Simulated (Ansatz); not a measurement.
Input file:

```yaml
accuracy: low
crystal:
  lattice:
    - [0.0, 5.66, 5.66]
    - [5.66, 0.0, 5.66]
    - [5.66, 5.66, 0.0]
  atoms:
    - { symbol: Ge, position: [0.0, 0.0, 0.0] }
    - { symbol: Ge, position: [0.125, 0.125, 0.125] }
    - { symbol: Ge, position: [0.0, 0.0, 0.5] }
    - { symbol: Ge, position: [0.125, 0.125, 0.625] }
    - { symbol: Ge, position: [0.0, 0.5, 0.0] }
    - { symbol: Ge, position: [0.125, 0.625, 0.125] }
    - { symbol: Ge, position: [0.0, 0.5, 0.5] }
    - { symbol: Ge, position: [0.125, 0.625, 0.625] }
    - { symbol: Ge, position: [0.5, 0.0, 0.0] }
    - { symbol: Ge, position: [0.625, 0.125, 0.125] }
    - { symbol: Ge, position: [0.5, 0.0, 0.5] }
    - { symbol: Ge, position: [0.625, 0.125, 0.625] }
    - { symbol: Ge, position: [0.5, 0.5, 0.0] }
    - { symbol: Ge, position: [0.625, 0.625, 0.125] }
    - { symbol: Ge, position: [0.5, 0.5, 0.5] }
    - { symbol: Ge, position: [0.625, 0.625, 0.625] }
    - { symbol: P, position: [0.2459636, 0.2507283, 0.7536047] }
basis:
  ecutwfc: 420.0
kpoints:
  mp_grid: { grid: [2, 2, 2] }
hamiltonian:
  xc: pbe
  pseudopotentials: { kind: paw, azcp: { folder: soft_1 } }
scf:
  occupations: { method: fermi_dirac, width: 0.05 }
  lower_state_search: "off"
relax:
  f_tol: 0.08
  max_steps: 25
  adjacent_minimum: "off"
```

Command:

```bash
$ ansatz run input.yaml --threads 2 --pin off --max-ram 5120MiB --backend cpu --events-out ev --progress --plain --runs-dir out
```

Hardware: 2 threads of Arm Neoverse V1 (shared host).

Roughly how long does this run take, and how much memory?

30 s, with a peak of 0.99 GiB, for 3 ionic steps.
